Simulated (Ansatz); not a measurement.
A nudged elastic band was laid between two geometries of AlH6NO2 + H2O (13 atoms, charge 0, multiplicity 1).

Method: RKS BLYP-D4/def2-SVP (Ansatz).

| Property | Result |
| --- | --- |
| movable images | 7 |
| climbing image | yes |
| spring | 5.0 eV/Å² |
| optimiser | quadratic models (default) |
| start path | through a guess of the saddle point |
| force threshold | 0.03 eV/Å |
| iteration limit | 60 |
| end points | relaxed |

First end point:

```xyz
13
Properties=species:S:1:pos:R:3
Al -0.953 -0.206 0.652
H -1.358 0.756 1.865
O -1.051 0.528 -0.978
O -1.374 -1.902 0.706
H 1.454 0.229 -0.096
N 1.062 -0.346 0.704
H 1.455 2.128 -1.404
O 1.438 1.168 -1.589
H -1.779 0.279 -1.571
H -2.168 -2.231 1.157
H 1.491 -0.035 1.587
H 1.335 -1.330 0.560
H 0.449 0.961 -1.593
```

Last end point:

```xyz
13
Properties=species:S:1:pos:R:3
Al -0.156 -0.485 -0.224
H -1.791 2.383 1.252
O -0.683 -0.840 -1.837
O -1.316 0.109 0.921
H 1.841 0.174 -0.437
N 1.353 -1.446 0.301
H -1.931 3.119 1.429
O 1.188 0.927 -0.682
H -1.619 -1.002 -2.035
H -1.269 -0.065 1.874
H 1.599 -1.584 1.288
H 1.563 -2.323 -0.191
H 1.220 1.032 -1.656
```

Question: Which bonds break or form, and what moves?

Answer: Bonds broken: Al1–H2, H5–N6, H7–O8. Bonds formed: Al1–O8, H2–H7, H5–O8. AlH6NO2 + H2O becomes AlH6NO3 + H2.

Question: What energy profile does the band end with?

Answer: The run ended unconverged. The highest image is number 4 of 0 to 8, 1.04 eV above the first end and 0.64 eV above the last; the last end lies 0.40 eV above the first. The band didn't meet its force threshold, so its energies are provisional: the largest band force was still 0.15 eV/Å, and over the last iterations the top moved between 1.04 and 1.05 eV. The orbitals stay closed-shell, which can raise the energy where a bond breaks towards radicals; this wasn't checked here.

| image | path coordinate (Å) | energy (eV) | Al1–H2 (Å) | H5–N6 (Å) | H7–O8 (Å) |
| --- | --- | --- | --- | --- | --- |
| 0 | 0.00 | 0.00 | 1.60 | 1.06 | 0.98 |
| 1 | 1.29 | 0.02 | 1.60 | 1.06 | 0.98 |
| 2 | 2.58 | 0.11 | 1.61 | 1.06 | 0.98 |
| 3 | 3.87 | 0.36 | 1.64 | 1.07 | 1.00 |
| 4 | 5.16 | 1.04 | 2.11 | 1.92 | 1.85 |
| 5 | 6.38 | 0.91 | 2.49 | 1.83 | 2.06 |
| 6 | 7.59 | 0.48 | 2.96 | 1.90 | 2.74 |
| 7 | 8.80 | 0.40 | 3.40 | 1.88 | 3.72 |
| 8 | 10.02 | 0.40 | 3.62 | 1.85 | 4.36 |

Time of the run: 12 min on 2 threads of Intel(R) Xeon(R) Platinum 8488C (Sapphire Rapids), on a shared host, peak memory 0.17 GiB.
